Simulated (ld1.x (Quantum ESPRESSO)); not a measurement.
## Tm (Z = 69): PAW pseudisation with LDA (PZ), scalar-relativistic reference atom.

* Element: Tm (Z = 69)
* Generator: ld1.x (Quantum ESPRESSO) 7.5
* Type: PAW
* Functional: LDA (PZ)
* Relativity: scalar-relativistic
* Frozen core: [Kr] 4d10 5s2
* Valence charge: 21
* Reference configuration: 4f12 5p6 5d1 6s2 6p0
* Partial waves: 6s (bound): rcut 2.75, rcutus 3.65 bohr; 6s channel at 0.75 Ry: rcut 2.75, rcutus 3.65 bohr; 5p (bound): rcut 2.30, rcutus 2.45 bohr; 6p (bound, empty): rcut 2.30, rcutus 2.45 bohr; 5d (bound): rcut 2.75, rcutus 3.25 bohr; 5d channel at 3.4 Ry: rcut 2.75, rcutus 3.25 bohr; 4f (bound): rcut 0.85, rcutus 0.90 bohr; 4f channel at 1.95 Ry: rcut 0.85, rcutus 0.90 bohr
* Local potential: all-electron potential smoothed inside 1.10 bohr (lloc = -2)
* Core correction: Bessel-smoothed model core inside 0.40 bohr
* Augmentation charge: PSQ, inside the norm-conserving radii

What the tests gave:

```json
{
 "Configuration tests": "test run stopped at test 1 of 9 (negative rho)",
 "Lowest eigenvalue of the overlap operator": "-0.69 (s channel); it is negative, so in a basis up to 400 Ry S is not positive definite and the file is unfit for use",
 "Density cutoff estimated by the generator": "847 Ry"
}
```

The ghost test of this file was not conclusive. Its overlap operator is not positive definite in a basis up to 400 Ry (lowest eigenvalue s -0.69, p -0.32), so the file is unfit for use: the generalised eigenproblem breaks down once the basis is large enough, and its test numbers describe a broken file.

Generation and tests took about 1.9 s on one core of a shared server CPU.
